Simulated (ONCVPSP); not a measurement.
# Scattering properties, ONCV potential for Mg (Z = 12)

ONCVPSP 4.0.1 input, shortened (lines: element, Z, core and valence counts, functional; n l f; lmax; l rc ep ncon nbas qcut; lloc lpopt rc5 dvloc0; l nproj debl; icmod fcfact rcfact), PBE, scalar-relativistic:

```
  Mg 12.00    3    1        4      upf
    1    0    2.00
    2    0    2.00
    2    1    6.00
    3    0    2.00
    1
    0    1.95    0.00    5   10    2.60
    1    2.00    0.06    3    6    3.80
    4    4    1.35    0.00
    0    2    3.60
    1    2    1.90
    4    0.55    0.00
```

The phase is arctan(r·R′/R) of the radial function R(r), unwrapped; energies in Ha, scanned from -2 to 5 Ha. A pole is an energy at which the radial function vanishes at the test radius. The pseudo phase is shifted by a multiple of π to meet the all-electron one at the reference energy, and phase errors are pseudo minus all-electron; the curves can meet again beyond the range given. Levels narrower than the energy grid can be missing from the lists of poles.

Problem. For each channel, where are the poles, and over which energies does the pseudopotential scatter like the atom?

Solution.

```json
{"channel": "s", "radius (bohr)": "1.98", "reference energy (Ha)": "-0.17", "poles, all-electron": "2.13", "poles, pseudo": "2.10, 4.76", "unbroken range about the reference energy with phases within 0.05 rad": "below 4.1", "phase error 1 Ha above the reference energy (rad)": "-0.006"}
{"channel": "p", "radius (bohr)": "2.03", "reference energy (Ha)": "0.06", "poles, all-electron": "-1.68, 2.32", "poles, pseudo": "2.31", "unbroken range about the reference energy with phases within 0.05 rad": "-1.2 to 3.1", "phase error 1 Ha above the reference energy (rad)": "-0.003"}
```

Note: no bound ghost flagged; GHOST(+) flagged for s at 131.0 eV.

Phases in the s channel:

```
E (Ha)  all-electron  pseudo
 -1.98         1.204   1.184
 -1.80         1.171   1.154
 -1.62         1.132   1.117
 -1.44         1.084   1.071
 -1.26         1.023   1.011
 -1.08         0.943   0.933
 -0.90         0.834   0.825
 -0.72         0.680   0.673
 -0.54         0.457   0.453
 -0.36         0.146   0.145
 -0.18        -0.227  -0.227
  0.00        -0.577  -0.578
  0.18        -0.844  -0.847
  0.36        -1.031  -1.035
  0.54        -1.161  -1.167
  0.72        -1.256  -1.262
  0.90        -1.327  -1.333
  1.08        -1.382  -1.388
  1.26        -1.427  -1.433
  1.44        -1.464  -1.470
  1.62        -1.496  -1.502
  1.80        -1.524  -1.530
  1.98        -1.550  -1.555
  2.16        -1.574  -1.579
  2.34        -1.597  -1.601
  2.52        -1.619  -1.623
  2.70        -1.642  -1.645
  2.88        -1.666  -1.668
  3.06        -1.691  -1.692
  3.24        -1.719  -1.719
  3.42        -1.750  -1.750
  3.60        -1.788  -1.789
  3.78        -1.834  -1.840
  3.96        -1.894  -1.917
  4.14        -1.976  -2.063
  4.32        -2.096  -2.507
  4.50        -2.287  -4.013
  4.68        -2.605  -4.607
  4.86        -3.090  -4.804
```
